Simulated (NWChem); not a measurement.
System: BClF₂; SMILES FB(F)Cl

```xyz
4

B      0.0000     0.0000    -0.4421
F      0.0000    -1.1294    -1.1061
F      0.0000     1.1294    -1.1061
Cl     0.0000     0.0000     1.3012
```
Atoms are numbered in this order, from 1.

Results from NWChem. Geometry: optimised at PBE0/def2-SVP. Ions are spin-unrestricted doublets at the neutral geometry; other ion states weren't tried.

For level CAM-B3LYP/def2-SVP:

```yaml
vertical ionisation energy, ΔSCF (eV): 12.83
"−ε(HOMO) (eV)": 11.05
```

Question: What are these values for level PBE/def2-SVP?

Answer: 
| Property | Value |
|---|---|
| vertical ionisation energy, ΔSCF (eV) | 12.37 |
| −ε(HOMO) (eV) | 8.09 |
